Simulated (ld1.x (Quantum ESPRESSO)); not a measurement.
The numbers below are computed, except where a source is named.
# Hardness and transferability of assorted potentials

Generated with ld1.x 7.5 (TM, RRKJ, ultrasoft, PAW), atompaw 4.2 or ONCVPSP 4.0.1. The cutoff is in Ry: for ld1.x and atompaw files where the sum of valence levels is converged to 10 mRy in a Bessel basis, for ONCV files where the hardest occupied wave has 1 mHa per electron of residual kinetic energy. The error is the largest all-electron minus pseudo excitation energy over each file’s own four to seven test configurations (ionisations up to +4, promotions, holes and added fractions of an electron), all of which were solved. The labels leave out finer settings (local radius, basis sizes, second energies), which also bear on the numbers. Spin-polarised tests are not counted. The rows are a selection from randomly drawn settings: files with unsolved tests, undetermined cutoffs or missed reference levels are left out.

A true bound ghost makes a file unfit for plane-wave use even where its test errors are small: the radial tests pick states by their node count and pass the ghost by.

```csv
element,potential,cutoff (Ry),largest error (meV),bound ghosts
Al,"TM semilocal, LDA (PZ), scalar-relativistic, rc 1.95/1.95 (sp), local p, core correction no, reference 3s2 3p1",10,+87,none
Cl,"ultrasoft, PBEsol, non-relativistic, rc 1.25/1.10 (sp), local smoothed, core correction yes, reference 3s1.75 3p5.25",35,+2.1,none
Cl,"TM, PBEsol, non-relativistic, rc 1.25/1.20/1.30 (spd), local p, core correction yes, reference 3s2 3p4.5",60,+178,none
Ar,"ultrasoft, LDA (PZ), scalar-relativistic, rc 1.35/1.15/1.50 (spd), local smoothed, core correction yes, reference 3s2 3p5.5",25,+24,none
```

Q: Fill in the row for Mo: TM, PBE, scalar-relativistic, rc 1.05/1.20/1.30 (spd), local s, core correction yes, reference 4s2 4p6 4d4 5s0 5p0.

A: cutoff 110 Ry, largest error +74 meV, bound ghosts: none.

Q: Fill in the row for Au: TM, PBEsol, scalar-relativistic, rc 1.80/1.70/2.40 (spd), local d, core correction yes, reference 5p6 5d10 6s1 6p0.

A: cutoff 45 Ry, largest error +97 meV, bound ghosts: s.

Q: Fill in the row for Ag: PAW, PBE, non-relativistic, rc 1.80/1.50/1.15 (spd), local smoothed, core correction yes, reference 4s2 4p6 4d9 5s2 5p0.

A: cutoff 80 Ry, largest error -0.3 meV, bound ghosts: none.
